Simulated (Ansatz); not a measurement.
BH3S (SMILES BS) moved off its minimum; all values from Ansatz (an electronic-structure program), cores frozen in correlated methods.
(charge 0, multiplicity 1)
```xyz
5

B     -0.78000    -0.88628     0.12584
H     -0.37564    -1.96387     0.50664
H     -1.93844    -0.72434    -0.10936
S      0.42313     0.38502    -0.04006
H     -0.35258     1.38461    -0.47762
```

```
level                    largest force (eV/Å)  on atom  rms difference from CCSD(T)/aug-cc-pV(T+d)Z (eV/Å)  dipole (D)
-----------------------  --------------------  -------  --------------------------------------------------  ----------
HF/def2-TZVPP                            1.22       B1                                               0.190        0.94
PBE/def2-TZVPP                           0.62       B1                                               0.180        0.99
r2SCAN/def2-TZVPP                        0.69       B1                                               0.104        0.97
B3LYP/def2-TZVPP                         0.84       B1                                               0.070        0.94
wB97M-V/def2-TZVPP                       0.77       B1                                               0.093        0.93
MP2/aug-cc-pV(T+d)Z                      0.88       B1                                               0.070        0.90
CCSD(T)/aug-cc-pV(T+d)Z                  0.92       B1                                               0.000        0.89
```

The differences count from one level among others, with limits of its own. Forces at CCSD(T)/aug-cc-pV(T+d)Z (eV/Å):

```json
[
 {"atom": "B1", "Fx": "-0.326", "Fy": "-0.832", "Fz": "0.208"},
 {"atom": "H2", "Fx": "-0.087", "Fy": "0.481", "Fz": "-0.150"},
 {"atom": "H3", "Fx": "0.132", "Fy": "0.096", "Fz": "-0.025"},
 {"atom": "S4", "Fx": "0.377", "Fy": "0.238", "Fz": "-0.030"},
 {"atom": "H5", "Fx": "-0.096", "Fy": "0.016", "Fz": "-0.004"}
]
```
